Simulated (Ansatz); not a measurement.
Saddle point of GaHBrCl$_{3}$, singlet (GaCl₃ ([Cl][Ga]([Cl])[Cl]) + HBr → GaBrCl₂ ([Cl][Ga]([Cl])[Br]) + HCl (still joined by a long Ga–Cl bond); bonds formed: Cl2–H5; dative contacts that become bonds: Ga1–Br6; bonds broken: H5–Br6; bonds weakened to dative contacts: Ga1–Cl2), PBE0-D4/def2-TZVP structure:

Ga1  (-0.459, -0.454, -0.004)
Cl2  (-0.296, 1.696, -0.792)
Cl3  (-0.462, -1.885, -1.570)
Cl4  (-1.759, -0.600, 1.667)
H5  (1.093, 1.226, -0.049)
Br6  (1.884, 0.016, 0.748)
(Å)

Energies are electronic, without zero-point energy. Barriers and step energies count from the start structure reached by relaxing down the imaginary mode; all methods use the PBE0-D4 structures, on which another method's saddle can fall below an end. Ansatz 0.2.0; basis: def2-TZVPP, with def2-QZVPP for the basis limit; cores frozen in the correlated methods. Filled d shells of the heavier atoms are correlated. The def2 sets are not built for correlating such inner shells, so the correlated values are less sure here. B3LYP uses VWN-RPA correlation. Extrapolation: Hartree–Fock as exp(−7.88 √X), correlation as X^−2.97.

```
      method  barrier (kcal/mol)  step energy (kcal/mol)
       SPW92               -2.31                   -2.62
      PBE-D4                1.88                   -2.56
     BLYP-D4                4.83                   -2.40
   r2SCAN-D4                3.49                   -2.42
      B97M-V                7.67                   -1.69
     PBE0-D4                4.57                   -2.68
    B3LYP-D4                6.76                   -2.51
  r2SCAN0-D4                5.51                   -2.62
    BHLYP-D4               10.09                   -2.64
CAM-B3LYP-D4                8.28                   -2.39
     wB97X-V                   ?                   -2.37
     wB97M-V                   ?                   -2.63
      B2PLYP                7.41                   -2.59
    PBE-QIDH                6.43                   -2.73
  RPA on PBE                   ?                   -2.16
          HF               18.14                   -2.67
         MP2                6.47                   -2.67
        CCSD               10.43                   -2.40
     CCSD(T)                8.33                   -2.43
```

Problem. Fill in the withheld barriers. (Judge from chemistry; the value comes from the calculation.)

Solution. The calculation gives: wB97X-V 8.84; RPA on PBE 8.19; wB97M-V 8.32 kcal/mol. Each is the energy of the saddle less that of the start structure, by the same method.

For comparison, the barrier by CCSD(T) at an estimated basis limit (MP2 extrapolated from triple and quadruple zeta, plus CCSD(T) − MP2 in triple zeta) is 8.15 kcal/mol.

No T1 diagnostic of these runs exceeds 0.010.

Labels in which every atom is bracketed show which atoms are joined, not bond orders.

For scale, one of the runs: CCSD(T)/def2-TZVPP, 236 basis functions, launched by `ansatz run in.yaml --threads 8 --pin off --events-out ev --progress --plain --max-ram 19148MiB`. Hardware: 8 CPU threads of an Intel Xeon 6975P-C, shared host. Wall time 33 s; peak host memory 4.6 GiB.
